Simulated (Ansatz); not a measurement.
`[OH][Ti]([OH])([Cl])[Cl]` + CH₄ → `[CH3][Ti]([OH])([Cl])[Cl]` + H₂O at 400 K and 1 bar (formal exchange of groups at a Ti–O bond).

Program: Ansatz. Geometries: PBE0-D4/def2-TZVP. ΔE: electronic, gas phase. CBS: MP2 limit from def2 TZ/QZ plus the TZ coupled-cluster correction, frozen cores. This one scheme is used for every species. For Ti outer-core shells are correlated without core-valence functions, which leaves a few kJ/mol of doubt a bond. Scalar relativity is left out up to krypton. One conformer a species, not always the lowest.

| species | CCSD(T)/CBS energy (Eh) | H − E (kJ/mol) | S (J/(mol·K)) |
| --- | --- | --- | --- |
| `[OH][Ti]([OH])([Cl])[Cl]` | -1920.27279 | 110.9 | 417.6 |
| CH₄ | -40.46206 | 131.3 | 197.2 |
| `[CH3][Ti]([OH])([Cl])[Cl]` | -1884.30053 | 170.9 | 432.4 |
| H₂O | -76.37941 | 69.8 | 198.6 |

H − E and S are ideal-gas, rigid-rotor, harmonic terms from PBE0-D4/def2-TZVP, for one conformer and one mirror image of each species. 1 Eh = 2625.50 kJ/mol, R = 8.31446 J/(mol·K).

Q: By hand: ΔE, ΔH, ΔS and ΔG.

A: ΔE = (-1884.30053) + (-76.37941) − (-1920.27279) − (-40.46206) = 0.05491 Eh = 144.2 kJ/mol. Δ(H − E) = 170.9 + 69.8 − 110.9 − 131.3 = -1.5, so ΔH = 142.7 kJ/mol. ΔS = 432.4 + 198.6 − 417.6 − 197.2 = 16.2 J/(mol·K). ΔG = 142.7 − 400 × (16.2)/1000 = 136.2 kJ/mol.

Q: By hand: the equilibrium constant, and the temperature at which ΔG would vanish if ΔH and ΔS stayed fixed.

A: log₁₀ K = −ΔG/(RT ln 10) = -17.8. ΔG = 0 at ΔH/ΔS = 8809 K, far beyond where these terms or the molecules hold.

ΔH outweighs TΔS. A doubt of 5 kJ/mol in ΔE shifts log₁₀ K by 0.7 here. Other conformers and mirror images would add mixing entropy, several J/(mol·K) or more a flexible species. These are equilibria of isolated gas molecules and say nothing of rates. Largest T1 diagnostic: 0.024 (customary marks: 0.02 for closed shells, 0.045 for open ones).
